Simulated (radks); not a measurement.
Results of a calculation; reference values are marked as such.
Task: Species: a nucleus of charge 15.75 with 16 electrons. Configuration: [Ne] 3s2 3p4. Code: a radial shooting solver on a logarithmic mesh with Libxc functionals. Model: Dirac Kohn-Sham, PBE, spin-unpolarised, spherical densities, finite nucleus; open shells fill j = l - 1/2 first; Fermi nuclear charge, rms radius 3.2611 fm.

Spin-orbit splittings of the eigenvalues, e(l+1/2) - e(l-1/2), with zeta = 2 splitting/(2l+1) and mean radii in bohr:

| shell | occ. | splitting (eV) | zeta (eV) | <r> j=l-1/2 | <r> j=l+1/2 |
|---|---|---|---|---|---|
| 2p | 6 | 1.168 | 0.7788 | 0.4510 | 0.4533 |
| 3p | 4 | ? | ? | 2.194 | 2.205 |

Estimate the 3p splitting.

Result: 0.07182 eV (zeta = 0.04788 eV).
